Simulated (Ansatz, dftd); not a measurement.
Reaction: BSiH4F (SMILES [SiH3]BF) → BSiH3F (SMILES FB[SiH2], doublet) + H (doublet) (the H-Si bond breaks)
Each species at its own B3LYP-D3(BJ)/def2-TZVP minimum (Ansatz, a program for electronic structure).

Quantity: bond dissociation energy (electronic), in kJ/mol. Radicals and triplets start from unrestricted determinants; spin-orbit coupling is neglected. Cores are frozen in correlated methods. Rows without X2C or -DK are non-relativistic. CBS(X,Y): correlation extrapolated as X^-3, Hartree-Fock from the larger set. A bracket is a step between two methods taken in the basis named. The functionals are non-relativistic, so their misses hold any scalar relativity. Double hybrids freeze cores in their MP2 part. '+ core + X2C': CCSD(T) terms for core correlation (cc-pwCVTZ, 1s frozen past Ne) and scalar relativity (cc-pVTZ-DK). For partners of very few electrons the exact lower level stands in for a higher one.

Compared with CCSD(T)/CBS(cc-pV(T+d)Z,cc-pV(Q+d)Z) + [CCSDT(Q) - CCSD(T)]/cc-pV(D+d)Z + core + X2C (Ansatz): 371.5 kJ/mol.

Costs are rough ratios of core time, to one figure, on one kind of shared machine, summed over the single points of the molecules; atoms, geometries and frequencies are left out. The first row took roughly 7 core seconds; short runs hold start-up time.

```
level                               program  cost relative to the first row  difference (kJ/mol)
---------------------------  --------------  ------------------------------  -------------------
PBE0-D3(BJ)/def2-TZVPD       Ansatz + dftd3                               1                -23.4
PBE0/def2-TZVPD                      Ansatz                               1                -24.2
CAM-B3LYP/def2-TZVPD                 Ansatz                               1                 -4.7
B2GP-PLYP-D3(BJ)/def2-TZVPD  Ansatz + dftd3                               2                 -9.9
wB97M-V/def2-TZVPD                   Ansatz                               3                 -3.0
CCSD(T)/cc-pV(T+d)Z                  Ansatz                               7                 -4.7
CCSDT(Q)/cc-pV(D+d)Z                 Ansatz                              70                -15.9
```

The dearest row costs roughly 70 times the first. Costs within a factor of two don't rank. The table holds for this case alone.
